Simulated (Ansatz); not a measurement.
Start from `[SiH3][InH2]` and change one atom or group to get `[SiH3][SiH2][InH2]`.

Ansatz, PBE0-D4/def2-TZVP geometries, multiplicity 1. 

Elements past krypton have def2 core potentials.

```csv
property,`[SiH3][InH2]`
size of the dipole moment (B3LYP/def2-TZVPP) / D,0.07
HOMO energy (PBE0/def2-TZVPP) / eV,-7.37
HOMO energy (PBE/def2-TZVPP) / eV,-6.36
HOMO energy (B3LYP/def2-TZVPP) / eV,-7.18
HOMO–LUMO gap (PBE/def2-TZVPP) / eV,3.48
HOMO energy (ωB97M-V/def2-TZVPP) / eV,-9.36
```

Task: What does the change do to each property? (Estimate.)

Result: The calculation gave: 
```
                                        property  `[SiH3][SiH2][InH2]`  shift
size of the dipole moment (B3LYP/def2-TZVPP) / D                  0.25   0.18
              HOMO energy (PBE0/def2-TZVPP) / eV                 -7.25   0.12
               HOMO energy (PBE/def2-TZVPP) / eV                 -6.28   0.08
             HOMO energy (B3LYP/def2-TZVPP) / eV                 -7.06   0.12
             HOMO–LUMO gap (PBE/def2-TZVPP) / eV                  3.35  -0.13
           HOMO energy (ωB97M-V/def2-TZVPP) / eV                 -9.19   0.17
```

With PBE0 the HOMO rises by 0.12 eV and the LUMO falls by 0.07 eV, so the gap narrows by about 0.19 eV. PBE moves the HOMO by 0.08 eV and ωB97M-V by 0.17 eV. Dipoles are sizes alone; their direction can turn.

B3LYP here is the variant with VWN-RPA as its local correlation; programs differ in this.
